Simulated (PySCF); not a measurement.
## Electron correlation in P (phosphorus, neutral)

[Ne] 3s1 3p3 4s1, high-spin 6S determinant (an excited configuration). All numbers are calculated (PySCF 2.14, the spin-free X2C one-electron Hamiltonian (Gaussian nucleus), in dyall-acv3z). Frozen: [Ne]; 5 electrons correlated; the 26 highest virtual orbitals of each spin left out.

| level | correlation energy (mhartree) |
| --- | --- |
| CCSD | -41.66 |
| (T) | -0.93 |
| CCSD(T) | -42.59 |

Diagnostics: T1 = 0.0100, D1 = 0.0310, largest double amplitude 0.032.

**Question.** Is a single reference adequate?

**Answer.** Yes: T1 lies below 0.03 and no double amplitude reaches 0.07.
